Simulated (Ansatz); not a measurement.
Relaxation of CH7GeNS (11 atoms, charge 0, multiplicity 1), to a largest force component of 0.02 eV/Å in at most 50 steps.

Method: RKS PBE-D4/def2-SVP (Ansatz 0.2.0).

```xyz
11
Properties=species:S:1:pos:R:3
S -1.741 1.213 -0.081
C -0.085 0.910 -0.621
N 0.060 -0.516 -0.883
Ge 0.403 -1.417 0.749
H -1.544 2.633 -0.002
H 0.639 1.302 0.140
H 0.127 1.475 -1.559
H 1.022 -0.623 -1.409
H -0.938 -1.264 1.670
H 1.552 -0.840 1.530
H 0.570 -2.930 0.487
```

Task: Where does it end, and by what steps?

Result: It converged. The force dipped under the threshold on the way, but the program's further checks kept it going. After 31 steps the energy has fallen by 0.711 eV; H5 moved furthest, 1.47 Å.

| step | energy less start (eV) | largest force component (eV/Å) | accepted |
| --- | --- | --- | --- |
| 0 | 0.0000 | 2.552 | yes |
| 2 | -0.4586 | 0.471 | yes |
| 4 | -0.5169 | 0.177 | yes |
| 6 | -0.5375 | 0.209 | yes |
| 8 | -0.6047 | 0.358 | yes |
| 10 | -0.6271 | 0.128 | yes |
| 12 | -0.6329 | 0.063 | yes |
| 14 | -0.6343 | 0.121 | yes |
| 16 | -0.6334 | 0.450 | no |
| 18 | -0.6436 | 0.181 | yes |
| 20 | -0.6696 | 0.130 | yes |
| 22 | -0.6984 | 0.230 | yes |
| 24 | -0.6993 | 0.373 | no |
| 26 | -0.7084 | 0.047 | yes |
| 28 | -0.7104 | 0.046 | yes |
| 30 | -0.7111 | 0.009 | yes |
| 31 | -0.7112 | 0.012 | yes |

```xyz
11
Properties=species:S:1:pos:R:3
S -1.597 1.644 -0.589
C 0.165 1.028 -0.817
N 0.404 -0.381 -0.756
Ge 0.387 -1.275 0.878
H -1.672 1.377 0.745
H 0.798 1.553 -0.072
H 0.429 1.434 -1.816
H -0.090 -0.888 -1.499
H -0.995 -1.269 1.604
H 1.426 -0.547 1.768
H 0.809 -2.733 0.574
```

The run took 81 s on 2 threads of Arm Neoverse V1 (shared host), peak memory 0.16 GiB.
